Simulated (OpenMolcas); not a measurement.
V3+ (d2) on a cation site of an ionic host was computed by CASSCF with the d shell active (OpenMolcas, ANO-RCC-VTZP on the metal). Its lowest spin-free states, and all those of the highest spin:

```tsv
2S+1	Degeneracy	E (cm-1)
3	3	0.0
1	3	12926
1	2	13212
3	3	15389
1	1	27029
3	3	27813
1	3	30122
3	1	32363
1	3	33305
1	2	47402
1	1	66146
```

Q: Is the site octahedral, tetrahedral or cube-like, axial, or of lower symmetry?

A: The states with 2S+1 = 3 have orbital degeneracies 3, 3, 3, 1. Threefold states need a cubic site. For d2 at this spin an octahedron puts the threefold T1 below the threefold T2 and a tetrahedron or cube puts the single A2 below the threefold T2, so the site is octahedral. The run had V3+ with its 6 nearest oxide ions at 2.05 Å, on the Mg site of MgO (a = 4.2112 Å, distance in the model lattice 2.106 Å). The rest of the host is ab initio model potentials to 7.6 Å, with orthogonalisation functions on the cations behind the ligands, and point charges beyond; the distance is set by hand and nothing relaxes, and no local charge compensation is placed. Ligand basis ANO-RCC-VDZP.

An orbital triplet at a regular site is open to Jahn-Teller coupling, which can distort the site and quench the lowest spin-orbit gaps and is left out. Without dynamic correlation the repulsion within the d shell is too large (B by tens of per cent), so at a given field states of lower spin stand too high. Ligand-to-metal charge-transfer states are missing. With no ligand orbital active B as a rule stays too high, so bands that hang on it stand too high and its fall with covalency is understated. With metal d orbitals alone and no dynamic correlation 10Dq can be off by a tenth to a fifth, either way, in oxide and fluoride hosts. No measured value stands beside these numbers; the geometry was set by hand and not optimised.
